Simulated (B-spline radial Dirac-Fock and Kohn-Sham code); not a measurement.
## Kohn-Sham estimates against Dirac-Fock for the levels of S⁺

System: S⁺, configuration 1s2 2s2 2p6 3s2 3p3.

The density-functional columns are spherical, spin-unpolarised Dirac-Kohn-Sham results without Breit or QED terms: −ε is minus the orbital energy of the initial state and ΔSCF the difference of two total energies. The reference in the last column comes from Dirac-Fock energy differences between relaxed states, corrected for Breit and QED terms. All numbers are from a radial B-spline solver, in eV; a selection of levels is shown.

```
level  PBE −ε  PBE ΔSCF  LDA −ε  LDA ΔSCF  Dirac-Fock
    K  2417.7    2508.4  2408.9    2499.3      2493.9
   L1   223.4     240.6   222.5     239.7       250.9
   L3   167.8     186.6   167.8     186.6       184.9
   M1   27.63     33.73   27.63     33.73       33.23
 M2,3   16.79     22.28   16.88     22.37       21.32
```

Problem. Order the estimates of the K (1s) level by their distance from the Dirac-Fock value, nearest first.
A. LDA ΔSCF
B. PBE ΔSCF
C. LDA −ε
D. PBE −ε

Solution. A (5.4 eV), B (14.5 eV), D (76.3 eV), C (85.0 eV).

For the outermost level NIST gives 23.33788 eV (measured); the differences from it are PBE −ε -6.54, PBE ΔSCF -1.05, LDA −ε -6.46, LDA ΔSCF -0.97, Dirac-Fock -2.01 eV. The computed values are configuration averages and the table refers to the lowest terms.
